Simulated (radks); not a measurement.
Q: Ca9+, configuration [Ne] 3s1 (the NIST ground configuration). Method: scalar-relativistic Kohn-Sham, PBE, spin-polarised, spherical densities, finite nucleus; open shells are filled with parallel spins first; Fermi nuclear charge, rms radius 3.4776 fm; computed with a radial shooting solver on a logarithmic mesh with Libxc functionals. Some entries of the table are withheld. Estimate them.

orbital  occ.  eigenvalue (eV)  r(max) (bohr)  <r> (bohr)
1s up       1              (1)        0.05027     0.07680
1s down     1              (2)        0.05027     0.07681
2s up       1        -606.9610            (3)      0.3603
2s down     1        -606.1487            (4)      0.3600
2p up       3        -529.0046         0.2445      0.3226
2p down     3        -528.2590         0.2445      0.3222
3s up       1        -202.3466            (5)      0.9757
3s down     0        -197.3228            (6)      0.9685

A: 
(1) 1s up eigenvalue (eV): -4155.912
(2) 1s down eigenvalue (eV): -4155.399
(3) 2s up r(max) (bohr): 0.2982
(4) 2s down r(max) (bohr): 0.2982
(5) 3s up r(max) (bohr): 0.9004
(6) 3s down r(max) (bohr): 0.8930
